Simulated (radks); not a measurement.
Coulomb parameter of the 3d shell of the vanadium ion V2+ in the model configuration [Ar] 3d2 4s1, as a second difference U = [E(n + 1) + E(n - 1) - 2 E(n)] / (1)^2 with all orbitals relaxed. "Bare": the charge of the atom changes with n. "Screened": the 4s shell takes up the change at fixed total charge, which measures U(3d,3d) + U(4s,4s) - 2 U(3d,4s). Calculated with a radial shooting solver on a logarithmic mesh with Libxc functionals: scalar-relativistic Kohn-Sham, r2SCAN, spin-unpolarised, spherical densities, finite nucleus; meta-GGA in the generalised Kohn-Sham scheme; Fermi nuclear charge, rms radius 3.6002 fm.

| case | configuration | E - E(n) (eV) |
|---|---|---|
| start | [Ar] 3d2 4s1 | 0.000 |
| bare +1 | [Ar] 3d3 4s1 | -19.209 |
| bare -1 | [Ar] 3d1 4s1 | 34.657 |
| screened +1 | [Ar] 3d3 | -5.336 |
| screened -1 | [Ar] 3d1 4s2 | 8.537 |

U(bare) = 15.448 eV, U(screened by 4s) = 3.200 eV, against the Slater integral F0(3d,3d) = 20.606 eV with frozen orbitals.
